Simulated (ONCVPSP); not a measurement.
# Configuration tests for Zr (Z = 40) (ONCV)

ONCVPSP 4.0.1 input, shortened (lines: element, Z, core and valence counts, functional; n l f; lmax; l rc ep ncon nbas qcut; lloc lpopt rc5 dvloc0; l nproj debl; icmod fcfact rcfact), PBE, scalar-relativistic:

```
  Zr 40.00    6    4        4      upf
    1    0    2.00
    2    0    2.00
    2    1    6.00
    3    0    2.00
    3    1    6.00
    3    2   10.00
    4    0    2.00
    4    1    6.00
    4    2    2.00
    5    0    1.00
    2
    0    2.05    0.00    3    8    7.50
    1    2.05    0.00    5    9    5.50
    2    2.15    0.00    4    8    6.00
    4    5    1.40    4.00
    0    2    3.10
    1    2    1.60
    2    2    0.90
    3    3.75    1.45
```

Energies are relative to the spin-unpolarised reference configuration 4s2 4p6 4d2 5s1; without spin polarisation the order of configurations can differ from experiment.

```json
{"valence configuration": "4s2 4p6 4d2 5s2", "charge": "0", "ΔE all-electron (eV)": "-7.137", "error AE − PS (meV)": "+0.5"}
{"valence configuration": "4s2 4p6 4d2 5s0", "charge": "+2", "ΔE all-electron (eV)": "12.940", "error AE − PS (meV)": "-2.8"}
```

Problem. What are ΔE and the potential's error for 4s2 4p6 4d1 5s0?

Solution. ΔE = 35.567 eV all-electron; the error (AE − PS) is +4.7 meV.

Problem. What are ΔE and the potential's error for 4s2 4p6 4d2.5 5s1.5?

Solution. ΔE = -6.623 eV all-electron; the error (AE − PS) is +0.1 meV.
